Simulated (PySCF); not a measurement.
PhCHFCH3, C8H9F.
SMILES with atom numbers: `[CH3:1][C@@H:2]([F:3])[c:4]1[cH:5][cH:6][cH:7][cH:8][cH:9]1` (hydrogens: H10, H11, H12 on C1; H13 on C2; H14 on C5; H15 on C6; H16 on C7; H17 on C8; H18 on C9)

The same species was optimised twice, with GFN2-xTB and with PBE0-D3(BJ)/def2-SVP (PySCF), and the same property calculations (PySCF, gas phase) were run on both structures.

| coordinate | GFN2-xTB | PBE0-D3(BJ)/def2-SVP | change |
| --- | --- | --- | --- |
| C1–C2 (Å) | 1.526 | 1.515 | -0.011 |
| C8–C9 (Å) | 1.384 | 1.394 | +0.010 |
| C7–C8 (Å) | 1.384 | 1.394 | +0.010 |
| C5–C6 (Å) | 1.383 | 1.393 | +0.010 |
| C6–C7 (Å) | 1.385 | 1.395 | +0.010 |
| C4–C5 (Å) | 1.389 | 1.398 | +0.009 |
| C4–C9 (Å) | 1.388 | 1.396 | +0.008 |
| C2–F3 (Å) | 1.385 | 1.381 | -0.004 |
| C2–C4 (Å) | 1.507 | 1.508 | +0.001 |
| C1–C2–C4 (°) | 111.2 | 112.6 | +1.4 |
| F3–C2–C4 (°) | 110.2 | 109.8 | -0.4 |
| C2–C4–C5 (°) | 120.0 | 120.4 | +0.4 |
| C5–C4–C9 (°) | 119.4 | 119.2 | -0.2 |
| C4–C5–C6 (°) | 120.2 | 120.4 | +0.2 |
| C2–C4–C9 (°) | 120.6 | 120.4 | -0.2 |
| C6–C7–C8 (°) | 119.8 | 119.7 | -0.1 |
| C4–C9–C8 (°) | 120.2 | 120.3 | +0.1 |
| C1–C2–C4–C5 (°) | 90 | 82 | -8 |

Rotational constants: A = 3495, B = 1123, C = 969.6 MHz (GFN2-xTB) against A = 3474, B = 1128, C = 949.1 MHz (PBE0-D3(BJ)/def2-SVP). Point groups within 0.08 Å: C1 and C1.

On the GFN2-xTB structure: HOMO (eV) -7.27 [PBE0/pcSseg-1]; LUMO (eV) -0.32 [PBE0/pcSseg-1]; dipole (D) 1.75 [PBE0/pcSseg-1]; GIAO shielding of C1 (ppm) 157.4 [PBE0/pcSseg-1]; GIAO shielding of C2 (ppm) 91.6 [PBE0/pcSseg-1]; GIAO shielding of F3 (ppm) 380.5 [PBE0/pcSseg-1]; GIAO shielding of C4 (ppm) 36.5 [PBE0/pcSseg-1]; GIAO shielding of C5/C9 (mean) (ppm) 57.2 [PBE0/pcSseg-1]; GIAO shielding of C6/C8 (mean) (ppm) 52.9 [PBE0/pcSseg-1]; GIAO shielding of C7 (ppm) 54.0 [PBE0/pcSseg-1].

Question: What do these properties become on the PBE0-D3(BJ)/def2-SVP structure?

Answer: 
```
                                    property          level  on GFN2-xTB  on PBE0-D3(BJ)/def2-SVP  change
                                   HOMO (eV)  PBE0/pcSseg-1        -7.27                    -7.23   +0.04
                                   LUMO (eV)  PBE0/pcSseg-1        -0.32                    -0.38   -0.06
                                  dipole (D)  PBE0/pcSseg-1         1.75                     1.69   -0.06
energy, GFN2-xTB geometry as zero (kcal/mol)  PBE0/pcSseg-1          0.0                     -0.4    -0.4
                  GIAO shielding of C1 (ppm)  PBE0/pcSseg-1        157.4                    156.5    -0.9
                  GIAO shielding of C2 (ppm)  PBE0/pcSseg-1         91.6                     92.8    +1.2
                  GIAO shielding of F3 (ppm)  PBE0/pcSseg-1        380.5                    383.8    +3.3
                  GIAO shielding of C4 (ppm)  PBE0/pcSseg-1         36.5                     34.8    -1.7
        GIAO shielding of C5/C9 (mean) (ppm)  PBE0/pcSseg-1         57.2                     55.2    -2.0
        GIAO shielding of C6/C8 (mean) (ppm)  PBE0/pcSseg-1         52.9                     50.5    -2.4
                  GIAO shielding of C7 (ppm)  PBE0/pcSseg-1         54.0                     51.5    -2.5
```

The heavy atoms differ by 0.069 Å rms after alignment. Among bonds between heavy atoms C1–C2, C5–C6, C6–C7, C7–C8 and C8–C9 change most and about equally (-0.011 to +0.010 Å). Changes are differences of the printed values. Neither structure is proved a minimum here.

The values belong to the conformer `[CH3:1][C@@H:2]([F:3])[c:4]1[cH:5][cH:6][cH:7][cH:8][cH:9]1`: C1–C2–C4–C5 82°.
